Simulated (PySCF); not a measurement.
Saddle point of BSiH5OF2, singlet (BHOF₂ ([OH][B]([F])[F]) + SiH₄ → BSiH₃F₂ ([F][B]([F])[SiH3]) + H₂O; bonds formed: B1–Si6, O2–H5; bonds broken: B1–O2, H5–Si6), PBE0-D4/def2-TZVP structure:

```xyz
10
angstrom
B -0.1705 0.2510 -0.9632
O 1.1166 1.1034 -0.8794
F -0.0591 -0.7250 -1.8720
F -1.2683 1.0357 -1.0038
H 0.8300 0.4811 0.1105
Si -0.2265 -0.8252 1.0539
H 0.8774 2.0337 -0.7658
H 0.7973 -1.8815 1.2670
H -0.3601 -0.0155 2.2971
H -1.5367 -1.4575 0.7557
```

Energies are electronic, without zero-point energy. Barriers and step energies count from the start structure reached by relaxing down the imaginary mode; all methods use the PBE0-D4 structures, on which another method's saddle can fall below an end. PySCF 2.14 with density fitting (its default auxiliary sets; JK sets also for MP2 and CCSD(T)); basis: def2-TZVPP, with def2-QZVPP for the basis limit; cores frozen in the correlated methods. B3LYP uses VWN-RPA correlation. Extrapolation: Hartree–Fock as exp(−7.88 √X), correlation as X^−2.97.

```json
{"method": "SPW92", "barrier (kJ/mol)": "168.9", "step energy (kJ/mol)": "99.2"}
{"method": "PBE-D4", "barrier (kJ/mol)": "?", "step energy (kJ/mol)": "114.3"}
{"method": "r2SCAN-D4", "barrier (kJ/mol)": "?", "step energy (kJ/mol)": "127.4"}
{"method": "PBE0-D4", "barrier (kJ/mol)": "?", "step energy (kJ/mol)": "121.9"}
{"method": "B3LYP-D4", "barrier (kJ/mol)": "254.0", "step energy (kJ/mol)": "136.1"}
{"method": "BHLYP-D4", "barrier (kJ/mol)": "282.0", "step energy (kJ/mol)": "143.8"}
{"method": "wB97M-V", "barrier (kJ/mol)": "251.0", "step energy (kJ/mol)": "130.8"}
{"method": "HF", "barrier (kJ/mol)": "352.2", "step energy (kJ/mol)": "174.3"}
{"method": "MP2", "barrier (kJ/mol)": "254.5", "step energy (kJ/mol)": "135.7"}
{"method": "CCSD", "barrier (kJ/mol)": "273.5", "step energy (kJ/mol)": "139.2"}
{"method": "CCSD(T)", "barrier (kJ/mol)": "258.6", "step energy (kJ/mol)": "133.6"}
```

Fill in the withheld barriers. (Judge from chemistry; the value comes from the calculation.)

Computed: r2SCAN-D4 226.8; PBE-D4 203.9; PBE0-D4 227.5 kJ/mol. Each is the energy of the saddle less that of the start structure, by the same method.

For comparison, the barrier by CCSD(T) at an estimated basis limit (MP2 extrapolated from triple and quadruple zeta, plus CCSD(T) − MP2 in triple zeta) is 254.8 kJ/mol.

The T1 diagnostic stays at or below 0.014.

Labels in which every atom is bracketed show which atoms are joined, not bond orders.

For scale, one of the runs: CCSD(T)/def2-TZVPP, 236 basis functions, launched by `OMP_NUM_THREADS=4 python run.py`. The run took 24 min on 4 CPU threads of an Intel Xeon (shared host), with 5.2 GiB of host memory at its peak.
